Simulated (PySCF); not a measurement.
HNaO (SMILES [OH][Na]), singlet, at a GFN2-xTB geometry (such geometries of metal compounds can be far from the true shape), with bond 1-2 at 2.4 times its length; PySCF with CASSCF(10,9)/6-31G*.

The PySCF input:
```python
from pyscf import gto, scf, mcscf
import numpy

mol = gto.Mole()
mol.atom = '''
    Na   -2.35727898   -1.40959826   -1.99419471
    O     0.66963433    0.37237856    0.56679067
    H     1.15030049    1.09220114    0.96882694
'''
mol.basis = '6-31g*'
mol.verbose = 4
mol.build()

mf = scf.RHF(mol)
mf.kernel()
mc = mcscf.CASSCF(mf, 9, 10)
mc.fix_spin_(ss=0.0)
mc.kernel()
occ = numpy.linalg.eigvalsh(mc.fcisolver.make_rdm1(mc.ci, mc.ncas, mc.nelecas))[::-1]
ss = mc.fcisolver.spin_square(mc.ci, mc.ncas, mc.nelecas)[0]
print('natural occupations', occ.round(4), ' <S^2>', round(ss, 4))
```

The log (banner, timings and long lists left out):

```
PySCF version 2.14.0

[INPUT] verbose = 4
[INPUT] num. atoms = 3
[INPUT] num. electrons = 20
[INPUT] charge = 0
[INPUT] spin (= nelec alpha-beta = 2S) = 0
[INPUT] symmetry False subgroup None
[INPUT] Mole.unit = angstrom
[INPUT] Symbol           X                Y                Z      unit          X                Y                Z       unit  Magmom
[...]
nuclear repulsion = 16.2616724956698
number of shells = 16
number of NR pGTOs = 82
number of NR cGTOs = 34
basis = 6-31g*
ecp = {}

******** <class 'pyscf.scf.hf.RHF'> ********
method = RHF
initial guess = minao
damping factor = 0
level_shift factor = 0
DIIS = <class 'pyscf.scf.diis.CDIIS'>
diis_start_cycle = 1
diis_space = 8
diis_damp = 0
SCF conv_tol = 1e-09
SCF conv_tol_grad = None
SCF max_cycles = 50
direct_scf = True
direct_scf_tol = 1e-13
Set gradient conv threshold to 3.16228e-05
Initial guess from minao.
init E= -236.815555724294
[...]
cycle= 1 E= -236.999265471895  delta_E= -0.184  |g|= 0.774  |ddm|= 1.16

WARN: HOMO -0.0010676223414219 == LUMO -0.000708506289588362

cycle= 2 E= -234.100543936683  delta_E=  2.9  |g|= 2.46  |ddm|= 2.69
[...]
cycle= 3 E= -237.099794486894  delta_E=   -3  |g|= 0.276  |ddm|= 2.58
[...]
cycle= 4 E= -237.117642229629  delta_E= -0.0178  |g|= 0.0613  |ddm|= 0.218
[...]
cycle= 5 E= -237.119918454079  delta_E= -0.00228  |g|= 0.0163  |ddm|= 0.109
[...]
cycle= 6 E= -237.120830466862  delta_E= -0.000912  |g|= 0.0121  |ddm|= 0.0911
[...]
cycle= 7 E= -237.121384408352  delta_E= -0.000554  |g|= 0.00982  |ddm|= 0.0816
[...]
cycle= 8 E= -237.121813663913  delta_E= -0.000429  |g|= 0.00664  |ddm|= 0.116
[...]
cycle= 9 E= -237.12183673783  delta_E= -2.31e-05  |g|= 0.00338  |ddm|= 0.0182
[...]
cycle= 10 E= -237.121845883894  delta_E= -9.15e-06  |g|= 0.00106  |ddm|= 0.0303
[...]
cycle= 11 E= -237.121849874381  delta_E= -3.99e-06  |g|= 0.000687  |ddm|= 0.0149
[...]
cycle= 12 E= -237.121850237295  delta_E= -3.63e-07  |g|= 9.64e-05  |ddm|= 0.0024
[...]
cycle= 13 E= -237.121850249194  delta_E= -1.19e-08  |g|= 8.2e-05  |ddm|= 0.000921
[...]
cycle= 14 E= -237.12185025359  delta_E= -4.4e-09  |g|= 2.2e-05  |ddm|= 0.000235
[...]
cycle= 15 E= -237.121850253995  delta_E= -4.05e-10  |g|= 1.08e-06  |ddm|= 9.75e-05
[...]
Extra cycle  E= -237.121850253997  delta_E= -1.51e-12  |g|= 1.16e-06  |ddm|= 3.59e-06
converged SCF energy = -237.121850253997

******** <class 'pyscf.mcscf.mc1step.CASSCF'> ********
CAS (5e+5e, 9o), ncore = 5, nvir = 20
max_cycle_macro = 50
max_cycle_micro = 4
conv_tol = 1e-07
conv_tol_grad = None
orbital rotation max_stepsize = 0.02
orbital rotation threshold for CI restart = 0.01
augmented hessian ah_max_cycle = 30
augmented hessian ah_conv_tol = 1e-12
augmented hessian ah_linear dependence = 1e-14
augmented hessian ah_level shift = 1e-08
augmented hessian ah_start_tol = 2.5
augmented hessian ah_start_cycle = 3
augmented hessian ah_grad_trust_region = 3
kf_trust_region = 3
kf_interval = 4
ci_response_space = 4
ci_grad_trust_region = 3
with_dep4 0
natorb = False
canonicalization = True
sorting_mo_energy = False
ao2mo_level = 2
internal_rotation = False
******** <class 'pyscf.fci.addons.SpinPenaltyFCISolver'> ********
max. cycles = 50
conv_tol = 1e-08
davidson only = True
linear dependence = 1e-12
level shift = 0.001
max iter space = 12
nroots = 1
pspace_size = 400
spin = None
CASCI E = -237.155838792407  S^2 = 0.0000000
Set conv_tol_grad to 0.000316228
macro iter   1 ( 20 JK    4 micro), CASSCF E = -237.217603204489  dE = -6.17644121e-02  S^2 = 0.0000000
               |grad[o]|=0.491  |grad[c]|=  0.1  |ddm|=0.156  |maxRot[o]|=0.235
macro iter   2 ( 21 JK    4 micro), CASSCF E = -237.219119562110  dE = -1.51635762e-03  S^2 = 0.0000000
               |grad[o]|=0.0714  |grad[c]|=0.00936  |ddm|=0.0208  |maxRot[o]|=0.201
macro iter   3 ( 17 JK    4 micro), CASSCF E = -237.219453153476  dE = -3.33591366e-04  S^2 = 0.0000000
               |grad[o]|=0.0218  |grad[c]|=0.0139  |ddm|=0.0198  |maxRot[o]|=0.107
[...]
               |grad[o]|=0.00824  |grad[c]|=0.0139  |ddm|=0.000938  |maxRot[o]|=0.0673
macro iter  33 (  7 JK    2 micro), CASSCF E = -237.283370514796  dE = -5.70095385e-04  S^2 = 0.0000000
               |grad[o]|=0.00829  |grad[c]|=0.0124  |ddm|=0.00122  |maxRot[o]|=0.0686
macro iter  34 (  7 JK    2 micro), CASSCF E = -237.283993341361  dE = -6.22826566e-04  S^2 = 0.0000000
               |grad[o]|=0.00878  |grad[c]|=0.0107  |ddm|=0.00154  |maxRot[o]|=0.0693
macro iter  35 (  7 JK    2 micro), CASSCF E = -237.284692412671  dE = -6.99071310e-04  S^2 = 0.0000000
               |grad[o]|=0.00968  |grad[c]|=0.00985  |ddm|=0.00209  |maxRot[o]|=0.0696
macro iter  36 (  7 JK    2 micro), CASSCF E = -237.285555526415  dE = -8.63113744e-04  S^2 = 0.0000000
               |grad[o]|=0.0109  |grad[c]|=0.0107  |ddm|=0.00318  |maxRot[o]|=0.0698
macro iter  37 ( 21 JK    4 micro), CASSCF E = -237.287188090485  dE = -1.63256407e-03  S^2 = 0.0000000
               |grad[o]|=0.0122  |grad[c]|=0.0386  |ddm|=0.0114  |maxRot[o]|=0.107
macro iter  38 ( 21 JK    4 micro), CASSCF E = -237.288802564810  dE = -1.61447433e-03  S^2 = 0.0000000
               |grad[o]|=0.0125  |grad[c]|=0.0339  |ddm|=0.00344  |maxRot[o]|=0.135
macro iter  39 ( 12 JK    3 micro), CASSCF E = -237.290289079217  dE = -1.48651441e-03  S^2 = 0.0000000
               |grad[o]|=0.00734  |grad[c]|=0.0622  |ddm|=0.0122  |maxRot[o]|=0.0908
macro iter  40 (  7 JK    2 micro), CASSCF E = -237.290634629457  dE = -3.45550240e-04  S^2 = 0.0000000
               |grad[o]|=0.00712  |grad[c]|=0.0375  |ddm|=0.00222  |maxRot[o]|=0.0699
macro iter  41 (  7 JK    2 micro), CASSCF E = -237.291240042998  dE = -6.05413541e-04  S^2 = 0.0000000
               |grad[o]|=0.00592  |grad[c]|=0.0255  |ddm|=0.0035  |maxRot[o]|=0.0699
macro iter  42 (  6 JK    2 micro), CASSCF E = -237.291661047914  dE = -4.21004916e-04  S^2 = 0.0000000
               |grad[o]|=0.00414  |grad[c]|=0.00906  |ddm|=0.00152  |maxRot[o]|= 0.05
macro iter  43 (  6 JK    2 micro), CASSCF E = -237.292031775524  dE = -3.70727610e-04  S^2 = 0.0000000
               |grad[o]|=0.00314  |grad[c]|=0.00581  |ddm|=0.00123  |maxRot[o]|=0.0461
macro iter  44 ( 15 JK    4 micro), CASSCF E = -237.292229085823  dE = -1.97310300e-04  S^2 = 0.0000000
               |grad[o]|=0.00253  |grad[c]|=0.0332  |ddm|=0.004  |maxRot[o]|=0.116
macro iter  45 ( 21 JK    4 micro), CASSCF E = -237.292249579919  dE = -2.04940958e-05  S^2 = 0.0000000
               |grad[o]|=0.0156  |grad[c]|=0.388  |ddm|=0.00327  |maxRot[o]|=0.313
macro iter  46 ( 17 JK    4 micro), CASSCF E = -237.292434041941  dE = -1.84462022e-04  S^2 = 0.0000000
               |grad[o]|=0.0136  |grad[c]|=0.0881  |ddm|=0.00275  |maxRot[o]|= 0.07
macro iter  47 ( 12 JK    3 micro), CASSCF E = -237.292525100286  dE = -9.10583453e-05  S^2 = 0.0000000
               |grad[o]|=0.00701  |grad[c]|=0.316  |ddm|=0.00167  |maxRot[o]|=0.149
macro iter  48 (  7 JK    2 micro), CASSCF E = -237.292587282603  dE = -6.21823169e-05  S^2 = 0.0000000
               |grad[o]|=0.00643  |grad[c]|=0.0806  |ddm|=0.000498  |maxRot[o]|=0.0699
macro iter  49 (  7 JK    2 micro), CASSCF E = -237.292657206264  dE = -6.99236611e-05  S^2 = 0.0000000
               |grad[o]|=0.00578  |grad[c]|=0.077  |ddm|=0.000613  |maxRot[o]|=0.0699
macro iter  50 (  7 JK    2 micro), CASSCF E = -237.292729628757  dE = -7.24224932e-05  S^2 = 0.0000000
               |grad[o]|=0.00502  |grad[c]|=0.0684  |ddm|=0.000597  |maxRot[o]|=0.0699
1-step CASSCF not converged,  50 macro (795 JK 170 micro) steps
CASSCF canonicalization
Density matrix diagonal elements [1.99175563 1.99741638 1.97066837 1.98062155 1.04319956 0.86306179
 0.0191773  0.01891191 0.11518752]
CASSCF energy = -237.292729628757
CASCI E = -237.292729628757  E(CI) = -86.0336579833408  S^2 = 0.0000000
natural occupations [2.     1.9909 1.9839 1.9749 1.1008 0.8989 0.0256 0.0156 0.0094]  <S^2> 0.0
```

The run did not converge; its last values are not results.
